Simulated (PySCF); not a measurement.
CH$_{4}$OSn (SMILES C[O][SnH]), singlet, geometry from GFN2-xTB (such geometries of metal compounds can be far from the true shape) (core potentials on Sn). Base run: PBE0/def2-SVP in PySCF.

The PySCF input:
```python
from pyscf import gto, scf, dft, solvent

mol = gto.Mole()
mol.atom = '''
    Sn   -0.24494226   -0.36362138    0.51519749
    H    -1.89491268   -0.58382949   -0.41661449
    O     0.81411422    0.73246263   -0.77214149
    C     0.84160619    1.37578977   -2.01982171
    H     1.02881711    2.44174510   -1.86993249
    H     1.65157198    0.95699923   -2.62177303
    H    -0.10091442    1.25171441   -2.55549237
'''
mol.basis = 'def2-svp'
mol.ecp = {'Sn': 'def2-svp'}
mol.verbose = 3
mol.build()

mf = dft.RKS(mol)
mf.xc = 'pbe0'
mf.kernel()
mf.analyze()
```

Base: dipole (D) 0.25; HOMO-LUMO gap (eV) 4.22.

A changed run: ΔE vs base (kcal/mol) -2.89; dipole (D) 0.45; HOMO-LUMO gap (eV) 4.44.

Question: Which change was made?
A) model = IEF-PCM; solvent = tetrahydrofuran; vdw_scale = 1.0
B) model = IEF-PCM; solvent = tetrahydrofuran; vdw_scale = 1.4
C) model = IEF-PCM; solvent = tetrahydrofuran; vdw_scale = 1.1
D) model = C-PCM; solvent = tetrahydrofuran
E) model = IEF-PCM; solvent = toluene

Answer: D, model = C-PCM; solvent = tetrahydrofuran

The base is the gas phase, so ΔE is the electrostatic part of solvation at a fixed geometry, without cavity and dispersion terms.
